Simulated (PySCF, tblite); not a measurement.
Isomers of C4H6F3O2P, one GFN2-xTB conformer each. Single-point energies are computed at PBE0/pcSseg-1 (PySCF, gas phase, no added dispersion term), electronic only.

Problem. Rank them by PBE0/pcSseg-1 energy, lowest first (kcal/mol).
A. `[CH2:1]=[C:2]([CH3:3])[P@@:4](=[O:5])([OH:6])[C:7]([F:8])([F:9])[F:10]` with C1–C2–P4–O5 -146°, C2–P4–O6–H -138°
B. `[CH2:1]=[CH:2][P@:3](=[O:4])([OH:5])[CH2:6][C:7]([F:8])([F:9])[F:10]` with C1–C2–P3–O4 -11°, C2–P3–O5–H 133°, C2–P3–C6–C7 77°

Solution. B (0.0), A (8.9).

GFN2-xTB itself gives, in the same order: 0.0, 2.1. Both levels put the same isomer lowest.

Problem. Which frontier levels, dipoles and rotational constants go with these structures?

Solution. 
```tsv
SMILES	HOMO (eV, PBE0/pcSseg-1)	LUMO (eV)	dipole (D)	A, B, C (MHz)
C=C[P@](=O)(O)CC(F)(F)F	-8.38	-1.02	1.48	1979, 786.3, 706.2
C=C(C)[P@@](=O)(O)C(F)(F)F	-8.48	-1.14	3.17	1512, 987.0, 922.4
```

Problem. What happens when harmonic zero-point energies from GFN2-xTB frequencies are added?

Solution. 
| SMILES | ZPE (kcal/mol) | electronic (kcal/mol) | with ZPE (kcal/mol) |
| --- | --- | --- | --- |
| C=C[P@](=O)(O)CC(F)(F)F | 63.0 | 0.0 | 0.0 |
| C=C(C)[P@@](=O)(O)C(F)(F)F | 63.0 | 8.9 | 9.0 |

The zero-point energies span 0.0 kcal/mol. The order is unchanged.

Problem. As an exercise, what shares would exp(−E/RT) give at 1000 K from these electronic energies alone (no entropy, no degeneracies)?

Solution. RT = 1.987 kcal/mol: C=C[P@](=O)(O)CC(F)(F)F 98.9 %, C=C(C)[P@@](=O)(O)C(F)(F)F 1.1 %.
